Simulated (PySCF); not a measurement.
Structure problem from calculated spectra and properties.

Formula: CH7OPSi.

- 13C NMR: chemical shifts (computed TMS as zero) by class: 53.1 (1 C) ppm [GIAO PBE0/pcSseg-1]
- Polarisability: 70.4 au [PBE0/def2-SVPD]
- Rotational structure: rotational constants A, B, C: 7.363, 2.625, 2.069 GHz [GFN2-xTB]
- UV, strongest line: among the 6 lowest singlet transitions: S5 at 7.14 eV (174 nm, f = 0.209) [TDDFT PBE0/def2-SVPD]
- Dipole: 0.39 D [PBE0/def2-SVPD]
- Triplet: lowest triplet excitation (Tamm–Dancoff): 5.46 eV [TDA PBE0/def2-SVPD]

The electronic properties come from PySCF, for the isolated species, density fitting. Levels stand in brackets. Geometry: GFN2-xTB, one conformer, isolated molecule. Each NMR value is the plain mean over a class of atoms that symmetry, rotation or inversion makes alike.

Question: What is the compound? Reason from the data.

Answer: Numbering: `[CH3:1][O:2][SiH2:3][PH2:4]`. The one carbon: methoxy carbon [C1] (53.1 ppm). The optimised geometry has point group C1 and is an asymmetric top. Structure: `CO[SiH2]P`. The assignments are read from this structure; whether some other isomer fits the data as well wasn't checked.

Conformer computed: `[CH3:1][O:2][SiH2:3][PH2:4]`: C1–O2–Si3–P4 44°, H–P4–Si3–O2 180°, H–P4–Si3–O2 87°.
